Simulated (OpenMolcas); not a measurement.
Os III: effect of the basis set

| Item | Value |
| --- | --- |
| Program | OpenMolcas 26.06 |
| Method | SS-CASPT2, IPEA 0.25 Eh, imaginary shift 0.1 Eh (closed shells correlated: 5s 5p) |
| Active space | 6 electrons in 6 orbitals (5d 6s) |
| State averaging | 2S+1 = 5 even, 35 roots (30 in the spin-orbit step); 2S+1 = 7 even, 1 root kept (CI in the orbitals of an earlier block); 2S+1 = 3 even, 150 roots kept (CI in the orbitals of an earlier block, 107 in the spin-orbit step); 2S+1 = 1 even, 116 roots kept (CI in the orbitals of an earlier block, 62 in the spin-orbit step) |
| Spin-orbit coupling | state interaction with AMFI integrals over the reference wave functions, term energies averaged over their components |

A. ANO-RCC-VTZP [8s7p5d3f2g1h], DKH2, point nucleus; CASPT2 step roughly 2 core-minutes
B. ANO-R3 [10s7p6d4f3g2h], X2C, finite nucleus; CASPT2 step roughly 4 core-minutes
C. ANO-RCC-VQZP [9s8p6d4f3g2h], DKH2, point nucleus; CASPT2 step roughly 4 core-minutes

Energies in cm-1 above 5d6 5D4.

```json
{"Level": "5d6 5D4", "A": "0.0", "B": "0.0", "C": "0.0"}
{"Level": "5d5 6s 7S3", "A": "1608", "B": "2360", "C": "2470"}
{"Level": "5d6 5D2 [66 %]", "A": "4440", "B": "4340", "C": "4400"}
{"Level": "5d6 5D3", "A": "4540", "B": "4670", "C": "4670"}
{"Level": "5d6 5D1", "A": "6850", "B": "6900", "C": "6930"}
{"Level": "5d6 5D0", "A": "7180", "B": "7170", "C": "7220"}
{"Level": "5d6 3G5 [59 %]", "A": "17120", "B": "16520", "C": "16720"}
{"Level": "5d6 3H6", "A": "18150", "B": "17460", "C": "17700"}
{"Level": "5d6 3F2 [58 %]", "A": "19680", "B": "19240", "C": "19470"}
{"Level": "5d6 1S0 [66 %]", "A": "20140", "B": "19700", "C": "19910"}
{"Level": "5d6 3D1", "A": "21290", "B": "20880", "C": "21080"}
{"Level": "5d6 3H4 [54 %]", "A": "23190", "B": "22710", "C": "22920"}
{"Level": "5d6 3H5 [58 %]", "A": "25220", "B": "24700", "C": "24930"}
{"Level": "5d5 6s 5G2 [60 %]", "A": "26120", "B": "25820", "C": "26160"}
{"Level": "5d5 6s 5G3 [51 %]", "A": "26400", "B": "26080", "C": "26430"}
{"Level": "5d5 6s 5G4 [72 %]", "A": "26960", "B": "26670", "C": "27080"}
{"Level": "5d5 6s 5G6", "A": "27480", "B": "27190", "C": "27620"}
{"Level": "5d5 6s 5G5", "A": "27900", "B": "27660", "C": "28080"}
{"Level": "5d6 3P1(1) [60 %]", "A": "28720", "B": "28470", "C": "28740"}
{"Level": "5d6 1I6", "A": "30600", "B": "29740", "C": "30070"}
{"Level": "5d6 3P0(2) [61 %]", "A": "31810", "B": "31090", "C": "31400"}
{"Level": "5d5 6s 5D4 [55 %]", "A": "32410", "B": "32150", "C": "32550"}
{"Level": "5d6 1F3 [64 %]", "A": "32470", "B": "31760", "C": "32040"}
{"Level": "5d5 6s 5D0", "A": "33520", "B": "33280", "C": "33680"}
```

Among A to C the level of the table that moves most is 5d5 6s 7S3, by 870 cm-1 (lowest in A, highest in C). Moves below CASPT2's spread within the term are not significant.

CASPT2 does not keep the components of a term degenerate, so their means are used; among the terms shown or strongly mixed into the levels shown the widest spread is 270 cm-1 (5d6 1F, B). Some high roots are left out of the spin-orbit mixing, which shifts the levels that they would mix with. Terms from blocks run as CI alone lack orbitals of their own. Configurations are named by rounded mean occupations; where the s occupation lies near a half they are strongly mixed, a name can repeat and a true partner stay unpaired. A single d shell beside an s shell can misplace configurations of different d count against each other. The lowest spin-free term belongs to 5d5 6s, not to the configuration of the lowest level. The CASPT2 spread within a term exceeds the gap to the next term for 5d6 1F and 5d5 6s 5D, so the order of their levels is uncertain, and so are names and mixing where such terms share a J (figures for A; the like holds for B). Levels of configurations outside the active space are missing. Levels that lie high or do not pair safely by name in every column are left out.

A share in square brackets marks a mixed level and gives the weight of the term that names it, the lowest over the columns. A number in round brackets counts repeated terms of one configuration in the order of the reference energies.
